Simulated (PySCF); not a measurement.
CH3ClFNSi2, SMILES F[Si@]1(Cl)N=C[SiH2]1. Atoms are numbered in the order given.

```xyz
9

F      1.3336     0.4918     1.5088
Si     0.4064     0.1075     0.2209
Cl     1.6831    -0.5032    -1.2839
N     -0.6293     1.4934    -0.2952
C     -1.8080     0.9593    -0.1662
Si    -1.7040    -0.8657     0.5107
H     -2.7144     1.5557    -0.4290
H     -2.2121    -1.9566    -0.3958
H     -2.2698    -1.0660     1.8926
```

The structure is a stationary point at PBE-D3(BJ)/def2-SVP. The structure was generated by enumeration; whether it is a known compound was not checked.

Two levels are set side by side: PBE/pcSseg-1 (PySCF) and KT2/pcSseg-1 (PySCF). GIAO shifts against CFCl3 (¹⁹F), HCl (³⁵Cl), NH3 (¹⁵N), TMS (²⁹Si), TMS (¹H), TMS (¹³C) at the same level; non-relativistic, no solvent, atoms listed together averaged. Without spin–orbit terms, shifts of atoms bonded to Cl or Br come out too high at both levels. Differences are taken from unrounded values.

| quantity | KT2 |
|---|---|
| δ(¹⁹F) of F1 (ppm) | -134.3 |
| δ(²⁹Si) of Si2 (ppm) | 10.2 |
| δ(³⁵Cl) of Cl3 (ppm) | 145.5 |
| δ(¹⁵N) of N4 (ppm) | 542.8 |
| δ(¹³C) of C5 (ppm) | 203.9 |
| δ(²⁹Si) of Si6 (ppm) | 10.0 |
| δ(¹H) of H7 (ppm) | 10.62 |
| δ(¹H) of H8, H9 (ppm) | 6.38 |

### Question
What does PBE give, and how far is it from KT2? (Estimate from the structure and the level; the computed values follow.)

### Answer

| quantity | PBE | PBE minus KT2 |
|---|---|---|
| δ(¹⁹F) of F1 (ppm) | -129.0 | 5.3 |
| δ(²⁹Si) of Si2 (ppm) | 7.6 | -2.6 |
| δ(³⁵Cl) of Cl3 (ppm) | 146.0 | 0.5 |
| δ(¹⁵N) of N4 (ppm) | 581.4 | 38.6 |
| δ(¹³C) of C5 (ppm) | 219.8 | 16.0 |
| δ(²⁹Si) of Si6 (ppm) | 5.4 | -4.6 |
| δ(¹H) of H7 (ppm) | 11.02 | 0.40 |
| δ(¹H) of H8, H9 (ppm) | 6.37 | -0.01 |

Rough cost on one machine, each run with all the roots and properties that it gave: KT2 against PBE within a factor of 2.
